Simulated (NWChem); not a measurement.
# Correlation energy of HSn

```
Sn
H 1 1.8080
```
Charge 0, spin multiplicity 2.

Program: NWChem. All single points use one geometry, from UPBE/def2-SVP with def2 effective core potentials on Sn, a minimum by its harmonic frequencies.

Basis set: def2-TZVP. Each correlation energy counts from its own Hartree-Fock reference.

| method | correlation energy (mHa) |
|---|---|
| CCSD[T] on UHF | -297.6 |
| CCSD(T) on UHF | -296.9 |
| CCSD on UHF | -290.0 |
| SCS-UMP2 | -260.2 |
| CCSD(T) on ROHF | -300.7 |
| UMP2 | -285.4 |
| CCSD on ROHF | -293.5 |
| CCSD[T] on ROHF | -301.3 |

The values span 41.1 mHa, from CCSD[T] on ROHF (lowest) to SCS-UMP2 (highest). 

Effective core potentials replace the inner electrons of Sn; spin-orbit coupling is left out. The correlated methods keep 4 core orbitals frozen. This spin state was chosen for the runs; another may lie lower. The structure started from a generated list of species. The unpaired electrons of the parent sit in orbitals of symmetry b2 (C2v labels of the run); other states weren't searched. The stability of the SCF solutions was not checked. Open-shell Hartree-Fock references start from PBE0 orbitals. Coupled-cluster values serve here as a point of comparison, not as the truth.
